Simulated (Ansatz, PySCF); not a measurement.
Caution: the highest occupied level lies above zero, so the state may not be bound. This triplet is an excited state, 0.86 eV above the relaxed singlet at the level frozen-core CCSD(T)/aug-cc-pVDZ // B3LYP-D3(BJ)/def2-TZVPD (Ansatz, a program for electronic structure).

```xyz
6

C     -0.5406     0.0480     0.0388
B      0.9236     0.6355     0.2205
Cl     2.4176    -0.3844    -0.2415
H     -0.7261    -0.8680     0.6307
H     -0.7854    -0.2132    -1.0079
H     -1.2891     0.7821     0.3593
```

Charge -1, multiplicity 3.

### Question
Give the Mulliken and meta-Löwdin atomic charges from PBE-D3(BJ)/def2-TZVPD // B3LYP-D3(BJ)/def2-TZVPD (PySCF 2.14.0).

### Answer

```csv
atom,Mulliken (e),meta-Löwdin (e)
C1,-0.53,-0.47
B2,-0.58,-0.48
Cl3,-0.38,-0.30
H4,0.16,0.07
H5,0.16,0.07
H6,0.16,0.10
```
